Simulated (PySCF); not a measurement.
## How methods differ on the excitation energy of P²⁺

P²⁺ [Ne] 3s2 3p1 (2P) → P²⁺ [Ne] 3s1 3p2 (4P), as a difference of total energies. Calculation: PySCF 2.14, in aug-cc-pV(T+d)Z (6s5p4d2f, 55 functions); no relativity, point nucleus. Correlated levels: valence: [Ne] frozen. The calculations carry no spin-orbit coupling.

| method | excitation energy (eV) |
| --- | --- |
| UHF | 5.430 |
| LDA | 7.033 |
| PBE | 6.919 |
| PBE0 | 6.729 |
| r2SCAN | 6.163 |
| revPBE | 6.813 |
| TPSS | 6.790 |
| CAM-B3LYP | 7.185 |
| r2SCAN0 | 6.238 |
| MP2 (valence) | 6.396 |
| SCS-MP2 (valence) | 6.773 |

**Question.** How much does correlation contribute at MP2 (valence)?

**Answer.** 6.396 − (5.430) = 0.966 eV, measured against UHF.
